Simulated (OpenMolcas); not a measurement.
Re6+ (d1) among equal point charges was computed by CASSCF with the d shell active (OpenMolcas, ANO-RCC-VTZP on the metal). Its lowest spin-free states, and all those of the highest spin:

| 2S+1 | Degeneracy | E (cm-1) |
| --- | --- | --- |
| 2 | 1 | 0.0 |
| 2 | 2 | 2951 |
| 2 | 2 | 9253 |

**Question.** Is the site octahedral, tetrahedral or cube-like, axial, or of lower symmetry?

**Answer.** The states with 2S+1 = 2 have orbital degeneracies 1, 2, 2. There are pairs but no triples, so the site is axial: not cubic, but with a proper or improper axis of order three or more. The run had Re6+ among 6 point charges of -1.5 e arranged as a trigonal antiprism (D3d), 2.13 Å from the ion, with a polar angle of 61.3° against the regular 54.74°.

Spin-orbit coupling mixes the spin-free states strongly: the lowest level takes only 57 % from its leading state, 2A1. Point charges carry no covalency, so the field is a model and not that of real ligands. No measured value stands beside these numbers.
